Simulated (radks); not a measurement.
The numbers below are computed, except where a source is named.
The mean radii <r> (bohr) of the occupied orbitals of an atom or ion are listed with their occupations. Code: a radial shooting solver on a logarithmic mesh with Libxc functionals. Model: Dirac Kohn-Sham, PBE, spin-unpolarised, spherical densities, finite nucleus; Fermi nuclear charge, rms radius of each element as measured or else 0.836 A^(1/3) + 0.57 fm.

orbital  occ.      <r>
1s1/2       2  0.02507
2s1/2       2   0.1070
2p1/2       2  0.08991
2p3/2       4  0.09601
3s1/2       2   0.2848
3p1/2       2   0.2747
3p3/2       4   0.2867
3d3/2       4   0.2577
3d5/2       6   0.2615
4s1/2       2   0.6541
4p1/2       2   0.6745
4p3/2       4   0.7014
4d3/2       4   0.7616
4d5/2       6   0.7712
5s1/2       2    1.541
5p1/2       2    1.709
5p3/2       4    1.778

Name the element and its charge. Open shells, if any, are shared by 2j + 1.

Answer. Z = 57, lanthanum, charge +3: La3+ in [Xe]. The 1s radius gives Z: for a bare nucleus <r> = (2 gamma + 1)/(2Z) with gamma = sqrt(1 - (Z/c)^2), 0.02473 bohr for Z = 57, and screening makes it slightly larger (0.02507 here). The occupations add up to 54, and the charge is Z minus that.
